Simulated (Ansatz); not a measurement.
A structure relaxed at PBE0-D4/def2-TZVP, charge 0, multiplicity 1:

Cartesian coordinates in Å:
```
C 0.454 -2.681 1.201
C 0.310 -1.362 0.527
C 0.695 -1.165 -0.796
C 0.764 0.140 -1.275
C 1.406 0.469 -2.577
O 0.325 1.132 -0.611
B -0.587 0.929 0.626
C -2.095 0.772 0.116
C -0.277 2.087 1.671
O -0.144 -0.420 1.250
H 1.059 -2.561 2.102
H 0.908 -3.427 0.550
H -0.532 -3.027 1.520
H 1.089 -1.983 -1.379
H 1.817 -0.413 -3.065
H 2.198 1.203 -2.413
H 0.665 0.937 -3.230
H -2.773 0.583 0.954
H -2.226 -0.047 -0.601
H -2.438 1.690 -0.373
H -0.866 1.961 2.584
H -0.531 3.068 1.257
H 0.779 2.116 1.961
```

Problem. Give its formula and SMILES.

Solution. C7H13BO2, `CC1=CC(C)=[O+][B-](C)(C)O1`.

Problem. Point group (tolerance 0.08 Å, 0.16 Å for H)?

Solution. Cs.

Problem. Summarise the bond lengths by kind.

Solution. 4 × C–C 1.392 to 1.488 Å; 13 × C–H 1.079 to 1.097 Å; 2 × C–O 1.272 Å; 2 × B–O 1.550 Å; 2 × B–C 1.590 to 1.600 Å.

Results of the Gaussian-basis code of Ansatz.
